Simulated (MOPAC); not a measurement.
Job for MOPAC: PM3 on CH5GeNO (SMILES C[O][Ge][NH2]).

```
PM3 1SCF PRECISE CHARGE=0 THREADS=1
CH5GeNO

C     -1.33112560 1     0.05177276 1    -0.32130154 1
O     -0.75503777 1    -0.34601838 1     0.90460431 1
Ge     1.00528390 1    -0.49680671 1     1.27394201 1
N      1.70219283 1     0.00490658 1    -0.35631211 1
H     -1.02879572 1     1.06727586 1    -0.60279646 1
H     -1.06149563 1    -0.62842410 1    -1.13764512 1
H     -2.41763243 1     0.03873598 1    -0.21365619 1
H      2.69919576 1     0.03371510 1    -0.50748962 1
H      1.18741467 1     0.27484289 1    -1.18126951 1
```

It printed:

```
*******************************************************************************
 **                                                                           **
 **                              MOPAC v23.2.5                                **
 **                                                                           **
 *******************************************************************************
 ** MOPAC's Digital Object Identifier: https://doi.org/10.5281/zenodo.6511958 **
 **                                                                           **
 ** Please cite the open-source release paper for use of this MOPAC version:  **
 ** J. E. Moussa and J. J. P. Stewart (2026)                                  **
 ** MOPAC: An open-source semiempirical molecular orbital program             **
 ** J. Open Source Softw., 11(119), 8025, https://doi.org/10.21105/joss.08025 **
 *******************************************************************************

                              PM3 CALCULATION RESULTS

 *******************************************************************************
 *  PM3        - The PM3 Hamiltonian to be used
 *
 *
 *
 *                 CHARGE ON SYSTEM = 0
 *
 *
 *
 *  PRECISE    - TIGHTER CRITERIA TO BE USED
 *  1SCF       - DO 1 SCF AND THEN STOP
 *  THREADS=1  - MULTI-THREADING NOT USED
 *  T=         - A TIME OF 172800.0 SECONDS REQUESTED
 *  DUMP=N     - RESTART FILE WRITTEN EVERY 7200.0 SECONDS REQUESTED
 *******************************************************************************
PM3 1SCF PRECISE CHARGE=0 THREADS=1
 CH5GeNO

   ATOM   CHEMICAL          X               Y               Z
  NUMBER   SYMBOL      (ANGSTROMS)     (ANGSTROMS)     (ANGSTROMS)

     1       C         -1.33112560  *   0.05177276  *  -0.32130154  *
     2       O         -0.75503777  *  -0.34601838  *   0.90460431  *
     3      Ge          1.00528390  *  -0.49680671  *   1.27394201  *
     4       N          1.70219283  *   0.00490658  *  -0.35631211  *
     5       H         -1.02879572  *   1.06727586  *  -0.60279646  *
     6       H         -1.06149563  *  -0.62842410  *  -1.13764512  *
     7       H         -2.41763243  *   0.03873598  *  -0.21365619  *
     8       H          2.69919576  *   0.03371510  *  -0.50748962  *
     9       H          1.18741467  *   0.27484289  *  -1.18126951  *



          CARTESIAN COORDINATES

    NO.       ATOM           X           Y           Z

     1         C         -1.3311      0.0518     -0.3213
     2         O         -0.7550     -0.3460      0.9046
     3        Ge          1.0053     -0.4968      1.2739
     4         N          1.7022      0.0049     -0.3563
     5         H         -1.0288      1.0673     -0.6028
     6         H         -1.0615     -0.6284     -1.1376
     7         H         -2.4176      0.0387     -0.2137
     8         H          2.6992      0.0337     -0.5075
     9         H          1.1874      0.2748     -1.1813

  H: (PM3): J. J. P. STEWART, J. COMP. CHEM. 10, 209 (1989).
  C: (PM3): J. J. P. STEWART, J. COMP. CHEM. 10, 209 (1989).
  N: (PM3): J. J. P. STEWART, J. COMP. CHEM. 10, 209 (1989).
  O: (PM3): J. J. P. STEWART, J. COMP. CHEM. 10, 209 (1989).
 Ge: (PM3): J. J. P. STEWART, J. COMP. CHEM. 12, 320-341 (1991).

           Empirical Formula: C H5 N O Ge  =     9 atoms



      MOLECULAR POINT GROUP   :   Cs


      RHF CALCULATION, NO. OF DOUBLY OCCUPIED LEVELS = 12


 -------------------------------------------------------------------------------
 PM3 1SCF PRECISE CHARGE=0 THREADS=1
 CH5GeNO



     1SCF WAS SPECIFIED, SO BFGS WAS NOT USED
     SCF FIELD WAS ACHIEVED


                              PM3 CALCULATION
                                                       MOPAC v23.2.5 Linux




          FINAL HEAT OF FORMATION =        -53.38957 KCAL/MOL =    -223.38195 KJ/MOL


          COSMO AREA              =        117.50 SQUARE ANGSTROMS
          COSMO VOLUME            =        107.71 CUBIC ANGSTROMS

          IONIZATION POTENTIAL    =          9.195091 EV
          HOMO LUMO ENERGIES (EV) =         -9.195 -0.013
          NO. OF FILLED LEVELS    =         12
          MOLECULAR WEIGHT        =        119.6466         POINT GROUP:  Cs

          MOLECULAR DIMENSIONS (Angstroms)

            Atom       Atom       Distance
            H     8    H     7     5.12526
           Ge     3    H     5     2.53014
           Ge     3    H     6     1.66472


          SCF CALCULATIONS        =          1





   ATOM   CHEMICAL          X               Y               Z
  NUMBER   SYMBOL      (ANGSTROMS)     (ANGSTROMS)     (ANGSTROMS)

     1       C         -1.33112560  *   0.05177276  *  -0.32130154  *
     2       O         -0.75503777  *  -0.34601838  *   0.90460431  *
     3      Ge          1.00528390  *  -0.49680671  *   1.27394201  *
     4       N          1.70219283  *   0.00490658  *  -0.35631211  *
     5       H         -1.02879572  *   1.06727586  *  -0.60279646  *
     6       H         -1.06149563  *  -0.62842410  *  -1.13764512  *
     7       H         -2.41763243  *   0.03873598  *  -0.21365619  *
     8       H          2.69919576  *   0.03371510  *  -0.50748962  *
     9       H          1.18741467  *   0.27484289  *  -1.18126951  *

                             CARTESIAN COORDINATES

   1    C       -1.331125600     0.051772760    -0.321301540
   2    O       -0.755037770    -0.346018380     0.904604310
   3   Ge        1.005283900    -0.496806710     1.273942010
   4    N        1.702192830     0.004906580    -0.356312110
   5    H       -1.028795720     1.067275860    -0.602796460
   6    H       -1.061495630    -0.628424100    -1.137645120
   7    H       -2.417632430     0.038735980    -0.213656190
   8    H        2.699195760     0.033715100    -0.507489620
   9    H        1.187414670     0.274842890    -1.181269510


           Empirical Formula: C H5 N O Ge  =     9 atoms



      MOLECULAR POINT GROUP   :   Cs


                  EIGENVALUES
 -35.91055 -27.64745 -25.68779 -16.76411 -15.26020 -14.87948 -14.80022 -13.67336
 -10.66392 -10.50367  -9.67762  -9.19509  -0.01341   1.16332   1.97451   4.24263
   4.71336   4.78896   4.95169   5.74805   6.07311


              NET ATOMIC CHARGES AND DIPOLE CONTRIBUTIONS

  ATOM NO.   TYPE          CHARGE      No. of ELECS.   s-Pop       p-Pop
    1          C           0.130498        3.8695     1.11726     2.75224
    2          O          -0.550918        6.5509     1.82009     4.73083
    3         Ge           0.696716        3.3033     1.77276     1.53052
    4          N          -0.372116        5.3721     1.43888     3.93324
    5          H          -0.010177        1.0102     1.01018
    6          H          -0.010201        1.0102     1.01020
    7          H           0.016439        0.9836     0.98356
    8          H           0.049674        0.9503     0.95033
    9          H           0.050084        0.9499     0.94992
 DIPOLE           X         Y         Z       TOTAL
 POINT-CHG.     2.326    -0.667     1.968     3.119
 HYBRID        -0.914     1.088    -3.391     3.677
 SUM            1.412     0.421    -1.423     2.048


          ATOMIC ORBITAL ELECTRON POPULATIONS

     Atom    s        px        py        pz
    1  C   1.11726   0.95089   0.93869   0.86266
    2  O   1.82009   1.56808   1.80791   1.35484
    3 Ge   1.77276   0.45712   0.37194   0.70146
    4  N   1.43888   1.03629   1.72396   1.17298
    5  H   1.01018
    6  H   1.01020
    7  H   0.98356
    8  H   0.95033
    9  H   0.94992

 **********************
 *                    *
 * JOB ENDED NORMALLY *
 *                    *
 **********************




 == MOPAC DONE ==
```

The run finished.

Cost: very roughly 0.020 core-seconds.
